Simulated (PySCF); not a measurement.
## SMILES C(/F)=C/C1=CCOC1, C6H7FO

Cartesian coordinates in Å; atom numbers follow the order of the lines, from 1:
```xyz
15

F     2.3742   -1.6109   -0.2775
C     2.5090   -0.2862   -0.4433
C     1.4998    0.5739   -0.3451
C     0.1240    0.2595   -0.0531
C    -0.8897    1.1229    0.0445
C    -2.1512    0.3938    0.3606
O    -1.7934   -0.9764    0.4357
C    -0.4021   -1.1288    0.1955
H     3.5308   -0.0146   -0.6638
H     1.7267    1.6184   -0.4986
H    -0.8574    2.1893   -0.0760
H    -2.5842    0.7162    1.3194
H    -2.9154    0.5332   -0.4184
H    -0.2487   -1.7865   -0.6699
H     0.0732   -1.5960    1.0681
```

Level of theory: GIAO B3LYP/pcSseg-1 magnetisability, rotational g tensor and spin-rotation constants, non-relativistic, gas phase in PySCF 2.14.0. Geometry: GFN2-xTB.

(1) What are the magnetisability and the molar susceptibility?

(2) Split it along the inertial axes a, b, c into diamagnetic and paramagnetic parts about the centre of mass, with the quadrupole moment.

(3) And the rotational g tensor?

## Answers

(1) Isotropic -982 × 10⁻³⁰ J/T², or -59.1 × 10⁻⁶ cm³/mol; principal values -1093, -973, -881 × 10⁻³⁰ J/T², anisotropy 184 × 10⁻³⁰ J/T² (root of half the summed squared differences of the principal values). The susceptibility is in cgs units.

(2) 
| axis | χ (10⁻⁶ cm³/mol) | diamagnetic (10⁻⁶ cm³/mol) | paramagnetic (10⁻⁶ cm³/mol) | summed x² of all electrons (Å²) | quadrupole Θ (D Å) |
| --- | --- | --- | --- | --- | --- |
| a | -58.1 | -333.3 | 275.2 | 211.1 | +3.08 |
| b | -53.6 | -951.8 | 898.2 | 65.3 | -0.02 |
| c | -65.8 | -1173.0 | 1107.2 | 13.2 | -3.06 |

Anisotropies 2χaa − χbb − χcc = +3.2 and 2χbb − χaa − χcc = +16.7 × 10⁻⁶ cm³/mol. Θ is traceless in Buckingham's convention.

(3) 
```tsv
axis	rotational constant (GHz)	g	nuclear part	electronic part
a	5.0340	-0.0601	0.5908	-0.6509
b	1.3322	-0.0176	0.5446	-0.5622
c	1.0676	-0.0071	0.5483	-0.5553
```
Asymmetric top; isotopes 12C, 19F, 1H, 16O; no vibrational averaging.
